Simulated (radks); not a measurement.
Lu+, configuration [Kr] 4d10 4f14 5s1.75 5p6 6s2 7s0.25 (fractional occupations, a model configuration).

Method: scalar-relativistic Kohn-Sham, BLYP, spin-polarised, spherical densities, point nucleus; open shells are filled with parallel spins first (spin-orbit coupling, left out, can overturn this in heavy ions); computed with a radial shooting solver on a logarithmic mesh with Libxc functionals.

Energy parts (hartree):
| part | energy |
|---|---|
| total | -14563.4395 |
| kinetic | 15916.2161 |
| electron-nucleus | -35860.8611 |
| Hartree | 5681.8655 |
| exchange-correlation | -300.6599 |

Orbitals (lengths in bohr, moments of r in powers of bohr; <r^-3> diverges for s and p1/2; r(max) is where P^2 peaks):
orbital	occ.	eigenvalue (hartree)	<r>	r(max)	<r^-3>
1s up	1	-2324.946	0.01932	0.01213	-
1s down	1	-2324.945	0.01932	0.01213	-
2s up	1	-396.1138	0.08182	0.06930	-
2s down	1	-396.1130	0.08182	0.06930	-
2p up	3	-348.5122	0.07291	0.05659	16870
2p down	3	-348.5114	0.07291	0.05659	16870
3s up	1	-90.08161	0.2126	0.1957	-
3s down	1	-90.08090	0.2126	0.1957	-
3p up	3	-75.80083	0.2123	0.1931	3700
3p down	3	-75.80010	0.2123	0.1931	3700
3d up	5	-58.66393	0.1925	0.1574	483.6
3d down	5	-58.66320	0.1925	0.1574	483.6
4s up	1	-18.26206	0.4780	0.4460	-
4s down	1	-18.26075	0.4780	0.4460	-
4p up	3	-13.57767	0.5080	0.4671	843.7
4p down	3	-13.57620	0.5079	0.4671	843.7
4d up	5	-7.47115	0.5477	0.4808	93.09
4d down	5	-7.46912	0.5476	0.4808	93.12
5s up	1	-2.66389	1.165	1.041	-
5s down	0.75	-2.65497	1.165	1.041	-
5p up	3	-1.57002	1.376	1.189	109.3
5p down	3	-1.56218	1.378	1.190	109.0
4f up	7	-0.77318	0.7179	0.4685	13.94
4f down	7	-0.76933	0.7173	0.4684	13.96
6s up	1	-0.44390	3.168	2.781	-
6s down	1	-0.44262	3.170	2.785	-
6p up	0	-0.26665	4.118	3.567	10.61
6p down	0	-0.26532	4.112	3.569	10.66
7s up	0.25	-0.14059	7.451	6.961	-

The highest occupied level is 7s up at -3.826 eV. The configuration is held as typed, so some empty levels lie below it. Summed over all electrons, <r^2> = 69.86 bohr^2, which gives a Langevin (diamagnetic) susceptibility term of -55.3 x 10^-6 cm^3/mol. The density falls to 0.001 e/bohr^3 at r = 4.58 bohr.
